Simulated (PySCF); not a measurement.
## Polarisability and C₆ of Be (beryllium, neutral)

[He] 2s2, closed-shell 1S. All numbers are calculated (PySCF 2.14, scalar relativity by spin-free X2C-1e, in aug-cc-pVDZ-DK). Coupled (time-dependent) response in atomic units; α is the mean over directions. A double-zeta set is small for polarisabilities.

| method | mean α (bohr³) | C₆ (like pair) | S(−4) |
| --- | --- | --- | --- |
| UHF | 44.89 | 279.3 | 1341 |
| PBE | 42.30 | 255.8 | 1192 |
| PBE0 | 42.59 | 258.3 | 1207 |
| PBEsol | 43.13 | 263.9 | 1234 |
| wB97M-V | 41.88 | 237.8 | 1313 |

S(−4) is the Cauchy moment in α(ω) = α(0) + S(−4) ω² + …

Reference α: 37.74 ± 0.03 bohr³ (recommended; Schwerdtfeger and Nagle, table of static dipole polarizabilities (2023 update)). Published C₆: 227.0 (Chu and Dalgarno (2004); Tang, Norbeck and Certain (1976)).

Hartree-Fock lies above the reference because it lacks correlation, which contracts the outer shell.

α(iu) at PBEsol:

| u (hartree) | α(iu) (bohr³) |
| --- | --- |
| 0 | 43.13 |
| 0.0500 | 40.25 |
| 0.100 | 33.58 |
| 0.200 | 20.33 |
| 0.300 | 12.36 |
| 0.500 | 5.551 |
| 0.750 | 2.699 |
| 1.00 | 1.580 |
| 1.50 | 0.7328 |
| 2.00 | 0.4247 |
| 3.00 | 0.1982 |
| 5.00 | 0.07623 |

A single London oscillator, α(iu) = α/(1 + u²/ω²), gives C₆ = (3/4) ω α². Matching the computed C₆ needs ω = 4 × 263.9 / (3 × 43.13²) = 0.189 hartree.
